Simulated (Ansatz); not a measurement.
Molecule: sum formula AlBrF₂, charge 0, multiplicity 1. 
Structure (B3LYP-D3(BJ)/def2-TZVP (Ansatz, a program for electronic structure) minimum search):
SMILES: [F][Al]([F])[Br]
```xyz
4

F     -1.8351    -1.3065    -0.3165
Al    -0.9438     0.0515    -0.1160
F     -1.7061     1.4999    -0.1189
Br     1.2611    -0.0689     0.1550
```

Parts of the frozen-core correlation energy in def2-TZVPPD (Ansatz, hartree). Frozen orbitals: 21; correlated occupied orbitals by spin: 12 and 12; virtual: 152 and 152. No spin-orbit coupling. No relativistic terms.

```tsv
term	value
reference (HF)	-3013.54724
MP2 opposite-spin	-0.54254
MP2 same-spin	-0.19098
CCSD correlation	-0.74650
(T)	-0.02391
T1 diagnostic	0.012
largest doubles amplitude	0.022
```
